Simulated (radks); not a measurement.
Values are calculated unless marked as measured or tabulated.
Minus the highest occupied eigenvalue as an estimate of the ionisation energy, Hg20+ to Hg39+. The LB94 potential has the -1/r tail that LDA and GGA lack but no energy functional. Code: a radial shooting solver on a logarithmic mesh with Libxc functionals. Model: scalar-relativistic Kohn-Sham, LB94 model potential, spin-polarised, spherical densities, finite nucleus; open shells are filled with parallel spins first (spin-orbit coupling, left out, can overturn this in heavy ions); Fermi nuclear charge, rms radius 5.4648 fm.

Hg20+: configuration [Kr] 4d10 4f13 5s1; HOMO 5s up; -e(HOMO) (eV) 562.76; <r> (bohr) 0.797; IE, NIST (eV) 560; kind theory
Hg21+: configuration [Kr] 4d10 4f13; HOMO 4f down; -e(HOMO) (eV) 618.14; <r> (bohr) 0.449; IE, NIST (eV) 590; kind theory
Hg22+: configuration [Kr] 4d10 4f12; HOMO 4f down; -e(HOMO) (eV) 664.29; <r> (bohr) 0.441; IE, NIST (eV) 650; kind theory
Hg23+: configuration [Kr] 4d10 4f11; HOMO 4f down; -e(HOMO) (eV) 711.61; <r> (bohr) 0.434; IE, NIST (eV) 710; kind theory
Hg24+: configuration [Kr] 4d10 4f10; HOMO 4f down; -e(HOMO) (eV) 760.07; <r> (bohr) 0.428; IE, NIST (eV) 760; kind theory
Hg25+: configuration [Kr] 4d10 4f9; HOMO 4f down; -e(HOMO) (eV) 809.64; <r> (bohr) 0.421; IE, NIST (eV) 820; kind theory
Hg26+: configuration [Kr] 4d10 4f8; HOMO 4f down; -e(HOMO) (eV) 860.32; <r> (bohr) 0.415; IE, NIST (eV) 880; kind theory
Hg27+: configuration [Kr] 4d10 4f7; HOMO 4f up; -e(HOMO) (eV) 921.11; <r> (bohr) 0.409; IE, NIST (eV) 930; kind theory
Hg28+: configuration [Kr] 4d10 4f6; HOMO 4f up; -e(HOMO) (eV) 974.47; <r> (bohr) 0.403; IE, NIST (eV) 990; kind theory
Hg29+: configuration [Kr] 4d10 4f5; HOMO 4f up; -e(HOMO) (eV) 1028.9; <r> (bohr) 0.398; IE, NIST (eV) 1050; kind theory
Hg30+: configuration [Kr] 4d10 4f4; HOMO 4f up; -e(HOMO) (eV) 1084.4; <r> (bohr) 0.392; IE, NIST (eV) 1110; kind theory
Hg31+: configuration [Kr] 4d10 4f3; HOMO 4f up; -e(HOMO) (eV) 1140.9; <r> (bohr) 0.387; IE, NIST (eV) 1160; kind theory
Hg32+: configuration [Kr] 4d10 4f2; HOMO 4f up; -e(HOMO) (eV) 1198.5; <r> (bohr) 0.382; IE, NIST (eV) 1220; kind theory
Hg33+: configuration [Kr] 4d10 4f1; HOMO 4f up; -e(HOMO) (eV) 1257.0; <r> (bohr) 0.378; IE, NIST (eV) 1280; kind theory
Hg34+: configuration [Kr] 4d10; HOMO 4d; -e(HOMO) (eV) 1557.7; <r> (bohr) 0.396; IE, NIST (eV) 1549; kind theory
Hg35+: configuration [Kr] 4d9; HOMO 4d down; -e(HOMO) (eV) 1614.5; <r> (bohr) 0.393; IE, NIST (eV) 1603; kind theory
Hg36+: configuration [Kr] 4d8; HOMO 4d down; -e(HOMO) (eV) 1671.9; <r> (bohr) 0.390; IE, NIST (eV) 1661; kind theory
Hg37+: configuration [Kr] 4d7; HOMO 4d down; -e(HOMO) (eV) 1729.9; <r> (bohr) 0.387; IE, NIST (eV) 1723; kind theory
Hg38+: configuration [Kr] 4d6; HOMO 4d down; -e(HOMO) (eV) 1788.5; <r> (bohr) 0.384; IE, NIST (eV) 1780; kind theory
Hg39+: configuration [Kr] 4d5; HOMO 4d up; -e(HOMO) (eV) 1856.0; <r> (bohr) 0.382; IE, NIST (eV) 1839; kind theory

Reference values: NIST Atomic Spectra Database (exp. = measured, semi-emp. = semi-empirical, theory = theoretical value adopted there). Open shells are spherical and high-spin; term and fine-structure splittings are not resolved. Spin-orbit splitting is averaged out at the scalar-relativistic level.
